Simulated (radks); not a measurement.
Spherical quantum dot in the effective-mass picture: electrons in a parabolic well V = omega^2 r^2 / 2 with omega = 0.283, with a point charge +1 (a donor) at the centre, all in effective atomic units (hartree* = m*/eps^2 hartree, bohr* = eps/m* bohr), one dielectric constant everywhere. Method: non-relativistic Kohn-Sham, LDA (Slater exchange, Perdew-Wang correlation), spin-polarised, spherical densities; computed with a radial shooting solver with Libxc functionals. Levels are named by radial order and angular momentum (1s, 1p, 1d, 2s, ...), and open shells are averaged over m. Results are scaled to m* = 0.228 and eps = 14.4, for which hartree* = 29.92 meV and bohr* = 3.342 nm.

N = 21, configuration 1s2 1p6 1d10 2s2 1f(up 1, down 0). This is the lowest configuration that the search found. Occupied and some empty levels:

level,occupation,eigenvalue (meV),<r> (nm)
1s up,1,132.09,8.660
1s down,1,132.12,8.548
1p up,3,136.56,15.37
1p down,3,136.69,15.31
2s up,1,137.83,13.91
2s down,1,137.95,13.97
1d up,5,139.79,17.22
1d down,5,139.94,17.20
1f up,1,143.49,18.56
1f down,0,143.66,18.55
2p up,0,145.19,15.35
2p down,0,145.28,15.37
1g up,0,147.65,19.66
1g down,0,147.82,19.67
2d up,0,150.17,17.29
2d down,0,150.27,17.30

Energy (meV): total 1685.58, kinetic 134.82, external 434.30, Hartree 1259.6, exchange-correlation -143.11.

Electron density:

r (nm),n(r) (e/nm^3)
2.31,0.003471
4.80,0.001059
7.28,0.0005172
9.77,0.0004798
12.2,0.0005571
14.7,0.0005767
17.2,0.0004748
19.7,0.0002925
22.2,0.0001283
24.7,0.00003867
27.2,7.917e-06
29.6,1.101e-06
32.1,1.044e-07
